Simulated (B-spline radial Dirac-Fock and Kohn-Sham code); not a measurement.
# Two-hole binding energies of Yb⁴⁺

System: ytterbium as Yb⁴⁺, 1s2 2s2 2p6 3s2 3p6 3d10 4s2 4p6 4d10 4f12 5s2 5p6.

Calculated with a B-spline atomic structure program, using multi-electron Dirac-Fock with separately optimised hole states, Breit and Lamb-shift corrections added in first order. U is the two-hole binding energy less the two single-hole energies, the effective repulsion of the holes after relaxation. Each two-hole energy is an average over J within one jj subconfiguration.

```
          holes  E(a) (eV)  E(b) (eV)  E(ab) (eV)  U (eV)
           1s⁻²    61388.8    61388.8    124057.0  1279.4
   1s⁻¹ 2p3/2⁻¹    61388.8     9005.2     70709.2   315.2
           2s⁻²    10556.6    10556.6     21317.6   204.5
        2p1/2⁻²    10040.3    10040.3     20343.3   262.8
   2s⁻¹ 2p3/2⁻¹    10556.6     9005.2     19744.5   182.7
2p1/2⁻¹ 2p3/2⁻¹    10040.3     9005.2     19271.1   225.6
        2p3/2⁻²     9005.2     9005.2     18229.1   218.6
   2s⁻¹ 3p1/2⁻¹    10556.6     2241.2           ?       ?
2p1/2⁻¹ 3d3/2⁻¹    10040.3     1638.8     11768.4    89.3
        3p1/2⁻²     2241.2     2241.2      4548.4    66.0
3p1/2⁻¹ 3p3/2⁻¹     2241.2     2018.4      4317.2    57.5
        3d3/2⁻²     1638.8     1638.8      3345.7    68.0
        4d3/2⁻²      260.1      260.1       547.6    27.4
5p1/2⁻¹ 5p3/2⁻¹      85.18      77.83       178.9    15.9
```

Question: Give the missing two-hole energy and U.

Answer: E(ab) = 12884.0 eV and U = 86.2 eV.

Run: 76 s of CPU time on 1 thread of Neoverse-N1 (shared host), peak memory 0.55 GiB.
